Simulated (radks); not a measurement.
Ionisation of the thulium ion Tm+, [Xe] 4f13 6s1, to [Xe] 4f13 as the strength of local exchange is varied. Method: non-relativistic Kohn-Sham, Slater X-alpha exchange (alpha = 2/3 is LDA exchange), no correlation, spin-polarised, spherical densities, point nucleus; open shells are filled with parallel spins first (spin-orbit coupling, left out, can overturn this in heavy ions); relativity is left out, which matters for an element this heavy; computed with a radial shooting solver on a logarithmic mesh with Libxc functionals.

alpha  E(Tm+) (hartree)  exchange (hartree)  IE (eV)  -e of the level emptied (eV)  <r> of it (bohr)
0.582       -12896.8436           -224.9027   10.419                    7.909 (6s)             3.951
0.629       -12915.0201           -243.4453   10.674                    8.184 (6s)             3.906
0.667       -12929.7367           -258.4779   10.883                    8.410 (6s)             3.871
0.8         -12981.3904           -311.3782   11.634                    9.228 (6s)             3.753
0.82        -12989.1774           -319.3716   11.750                    9.354 (6s)             3.736
0.938       -13035.2242           -366.7361   12.445                   10.117 (6s)             3.638
0.997       -13058.3139           -390.5486   12.801                   10.509 (6s)             3.591
1.029       -13070.8556           -403.5001   12.996                   10.724 (6s)             3.566

NIST Atomic Spectra Database: 12.07 eV (semi-empirical). The Delta-SCF value meets it near alpha = 0.87. Relativity is left out here, which matters for elements this heavy. Open shells are spherical and high-spin; term and fine-structure splittings are not resolved.
